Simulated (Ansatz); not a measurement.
`C[SiH](F)[SiH2]Cl` → `C[SiH2]Cl` + `F[SiH]` at 700 K and 1 bar (silylene formation by 1,1-elimination).

Isolated molecules relaxed with PBE0-D4/def2-TZVP in Ansatz; ΔE leaves out vibrations. CCSD(T)/CBS adds triple-zeta CCSD(T) − MP2 to the extrapolated MP2 energy (def2 sets, frozen cores). This one scheme is used for every species. One conformer a species, not always the lowest.

```tsv
species	CCSD(T)/CBS energy (Eh)	H − E (kJ/mol)	S (J/(mol·K))
`C[SiH](F)[SiH2]Cl`	-1179.51385	265.8	516.4
`C[SiH2]Cl`	-789.97638	201.9	383.2
`F[SiH]`	-389.46371	50.0	276.0
```

H − E and S are ideal-gas, rigid-rotor, harmonic terms from PBE0-D4/def2-TZVP, for one conformer and one mirror image of each species. 1 Eh = 2625.50 kJ/mol, R = 8.31446 J/(mol·K).

Task: By hand: ΔE, ΔH, ΔS and ΔG.

Result: ΔE = (-789.97638) + (-389.46371) − (-1179.51385) = 0.07376 Eh = 193.7 kJ/mol. Δ(H − E) = 201.9 + 50.0 − 265.8 = -13.9, so ΔH = 179.8 kJ/mol. ΔS = 383.2 + 276.0 − 516.4 = 142.8 J/(mol·K). ΔG = 179.8 − 700 × (142.8)/1000 = 79.8 kJ/mol.

Task: By hand: the equilibrium constant, and the temperature at which ΔG would vanish if ΔH and ΔS stayed fixed.

Result: log₁₀ K = −ΔG/(RT ln 10) = -6.0. ΔG = 0 at ΔH/ΔS = 1259 K.

The number of gas molecules changes by +1, which sets the sign of ΔS. A doubt of 5 kJ/mol in ΔE shifts log₁₀ K by 0.4 here. Other conformers and mirror images would add mixing entropy, several J/(mol·K) or more a flexible species. Modes under 60 cm⁻¹, often nearly free rotors, make the harmonic entropy too high. These are equilibria of isolated gas molecules and say nothing of rates. Largest T1 diagnostic: 0.015 (customary marks: 0.02 for closed shells, 0.045 for open ones).
